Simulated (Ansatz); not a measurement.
Isolated molecules relaxed with PBE0-D4/def2-TZVP in Ansatz; ΔE leaves out vibrations. CCSD(T)/CBS adds triple-zeta CCSD(T) − MP2 to the extrapolated MP2 energy (def2 sets, frozen cores). This one scheme is used for every species. Functionals use def2-TZVPP. B3LYP here is the variant with VWN-RPA as its local correlation; programs differ in this. One conformer a species, not always the lowest.

`BNC(C)F` + H₂ → `BNCC` + H–F  (hydrogenolysis of a C–F bond)

CCSD(T)/CBS gives -69.8 kJ/mol.

**Question.** Another level gave -58.5 kJ/mol. Which?
A. PBE-QIDH/def2-TZVPP
B. r2SCAN/def2-TZVPP
C. B3LYP-D4/def2-TZVPP
D. HF/def2-TZVPP

**Answer.** C. B3LYP-D4 -58.5, HF/def2-TZVPP -63.0, r2SCAN -53.5, PBE-QIDH -68.6 kJ/mol.

Largest T1 diagnostic among the species: 0.012.

In def2-TZVPP, CCSD(T) changes the Hartree–Fock value by −3.6 kJ/mol (the triples alone add +2.5 kJ/mol) and MP2 by −8.4 kJ/mol. Leaving LDA and LC-ωPBE aside and taking each functional with its dispersion term where it has one, the values, not all of them listed here, spread over 15.5 kJ/mol, from PBE-QIDH to r2SCAN-D4. LDA lies +5.4 kJ/mol from PBE without D4. From PBE to PBE0 (25 % exact exchange), in def2-TZVPP and without D4, ΔE moves by −5.5 kJ/mol.
